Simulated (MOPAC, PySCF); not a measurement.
C$_{3}$H$_{4}$O, SMILES `OC1=CC1` (H–O–C–C torsion 180°), neutral singlet in the gas phase. 

Cartesian coordinates (Å):
SMILES: C1=C(C1)O
```xyz
8

O      1.8662    -0.1094     0.0246
C      0.5532     0.1422    -0.0928
C     -0.3837     0.9289    -0.5237
C     -0.8115    -0.3536     0.2185
H      1.9681    -0.9514     0.5038
H     -0.7450     1.8163    -1.0237
H     -1.2033    -0.2803     1.2446
H     -1.2360    -1.1937    -0.3522
```
Charge 0, spin multiplicity 1.

All levels are single points at this geometry (PBE-D3(BJ)/def2-TZVP); Pople sets use spherical d functions. Orbital energies aren't observables, and empty levels follow the basis.

PM7 in MOPAC gives dipole (D) = 1.62.

Task: Estimate the dipole (D) from each of these levels: PBE-D3(BJ)/def2-TZVP in PySCF; B3LYP/3-21G in PySCF; HF/6-31G* in PySCF; AM1 in MOPAC; PM6 in MOPAC.

Result: 
| level | dipole (D) |
|---|---|
| PBE-D3(BJ)/def2-TZVP in PySCF | 1.34 |
| B3LYP/3-21G in PySCF | 1.61 |
| HF/6-31G* in PySCF | 1.44 |
| AM1 in MOPAC | 1.37 |
| PM6 in MOPAC | 1.71 |
